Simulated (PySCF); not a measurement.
# Electron correlation in Ne (neon, neutral)

[He] 2s2 2p5 3s1, high-spin 3P determinant (an excited configuration). Calculation: PySCF 2.14, in aug-cc-pVTZ with one added diffuse shell each of s, p, d, f type (6s5p4d3f, 62 functions); the non-relativistic Hamiltonian (point nucleus). Frozen: 1s2; 8 electrons correlated.

MP2 pair energies summed by pair of shells (mhartree):

```csv
pair,energy,share (%)
2p-2p,-123.92,60.1
2s-2p,-66.17,32.1
2s-2s,-9.76,4.7
2p-3s,-5.25,2.5
2s-3s,-1.10,0.5
```

Total MP2 correlation energy: -206.19 mhartree.

Same-spin part -50.85 and opposite-spin part -155.34 mhartree; SCS-MP2 scales them by 1/3 and 6/5 to -203.36 mhartree.
